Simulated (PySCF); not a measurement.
**Radial density of Sb (antimony, neutral)**

HSE06, [Kr] 4d10 5s1 5p4, 5s spin antiparallel (an excited configuration). All numbers are calculated (PySCF 2.14, scalar relativity through the core potential, in aug-cc-pwCVTZ-PP with ECP28MDF). This is the valence pseudo-density: the core potential removes the inner electrons and smooths the orbitals near the nucleus.

```csv
r (bohr),4πr²ρ (e/bohr),4πr²(ρα − ρβ)
0.00430,2.413e-05,0.0000
0.00723,6.329e-05,0.0000
0.0122,0.0001483,0.0000
0.0204,0.0002896,0.0000
0.0344,0.0004936,0.0000
0.0578,0.0008251,-0.0001
0.0973,0.003298,0.0000
0.164,0.03443,0.0000
0.275,0.5480,-0.0003
0.463,8.227,-0.0108
0.779,24.66,0.0482
1.31,8.773,-0.1405
2.20,2.729,0.3057
3.71,0.8798,0.3333
6.23,0.05288,0.0261
10.5,0.0001881,0.0001
```

Energies and moments cover only the electrons outside the core potential. With the s spin flipped the determinant is a mixture of two multiplicities, not a spectroscopic state.
